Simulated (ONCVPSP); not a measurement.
# calcium: excitation energies, all-electron against ONCV

* Element: Ca (Z = 20)
* Generator: ONCVPSP 4.0.1
* Type: optimised norm-conserving Vanderbilt (ONCV)
* Functional: LDA (Perdew-Wang 92)
* Relativity: scalar-relativistic
* Frozen core: [Ne]
* Valence charge: 10
* Reference configuration: 3s2 3p6 4s1.5 (charge +0.5)
* Partial waves: 3s+4s: rc 1.65 bohr, ncon 4, nbas 8, qcut 7.2 1/bohr, 2 projectors; 3p: rc 1.85 bohr, ncon 3, nbas 6, qcut 7.5 1/bohr, 2 projectors, debl 4 Ha; d scattering state at 0.47 Ha: rc 1.55 bohr, ncon 5, nbas 9, qcut 6.1 1/bohr, 2 projectors, debl 3.6 Ha
* Local potential: polynomial inside 1.15 bohr (lpopt 5, dvloc0 6 Ha)
* Core correction: Teter function, fcfact 2, rcfact 1.6

In the d channel the program set the typed energies aside and used 0.050, 3.650 Ha.

Energies are relative to the spin-unpolarised reference configuration 3s2 3p6 4s1.5; without spin polarisation the order of configurations can differ from experiment.

**Question.** Give the all-electron excitation energy and the error of the potential for: 3s2 3p6 4s2; 3s2 3p6 4s1; 3s2 3p6 4s0; 3s2 3p6 4s0 4p1.

**Answer.**

```tsv
valence configuration	charge	ΔE all-electron (eV)	error AE − PS (meV)
3s2 3p6 4s2	0	-2.564	+0.1
3s2 3p6 4s1	+1	3.894	-0.1
3s2 3p6 4s0	+2	15.839	-0.9
3s2 3p6 4s0 4p1	+1	7.014	+0.6
```

Levels in the configuration 3s2 3p6 4s0:

```csv
level,all-electron (eV),pseudo (eV)
3s,-62.075,-62.084
3p,-43.121,-43.124
```
